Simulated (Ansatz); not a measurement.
Basis-set extrapolation for `N#C[SiH2]P` (PBE0-D4/def2-TZVP geometry, frozen core, the Gaussian-basis code of Ansatz). Multiplicity 1, RHF reference.

|  | def2-TZVPP | def2-QZVPP |
| --- | --- | --- |
| HF | -724.378749 | -724.401113 |
| MP2 correlation | -0.612909 | -0.656282 |
| CCSD(T) correlation | -0.683375 | not run |

Energies in hartree. Use E(X) = E(∞) + A·exp(−7.88·√X) for Hartree–Fock and E(X) = E(∞) + B·X^(−2.97) for correlation, with X = 3 and 4, and add CCSD(T) minus MP2 of the smaller set to the MP2 limit.

Q: What is the CCSD(T) energy at the basis-set limit?

A: HF limit: -724.401113 + (-0.022364) × 0.13774 = -724.40419. MP2 limit: -0.656282 + (-0.043373) × 0.74074 = -0.68841. Higher-order term: -0.683375 − (-0.612909) = -0.07047. Total: -725.16307 hartree, 265.0 kJ/mol below CCSD(T)/def2-TZVPP.
